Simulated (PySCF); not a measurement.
hydrogen (H₂), SMILES [H][H]. Geometry: PBE0-D3(BJ)/def2-TZVPD.

TDDFT-LC-ωPBE/def2-TZVPD (PySCF) puts the lowest singlet excitations at 12.51, 13.67, 13.67, 15.55, 17.21, 17.21 eV and the lowest triplet (TDA) at 10.19 eV.

**Question.** What are the lowest singlet roots from EOM-CCSD/aug-cc-pVDZ in PySCF 2.14.0? (An estimate is asked for; the answer gives what the named calculation found.)

**Answer.** 12.61, 13.06, 15.67, 15.67, 16.17, 20.03 eV; triplets 10.43, 12.40, 14.04 eV. S1 differs by 0.10 eV (second minus first; roots are paired by order, and the bases may differ).
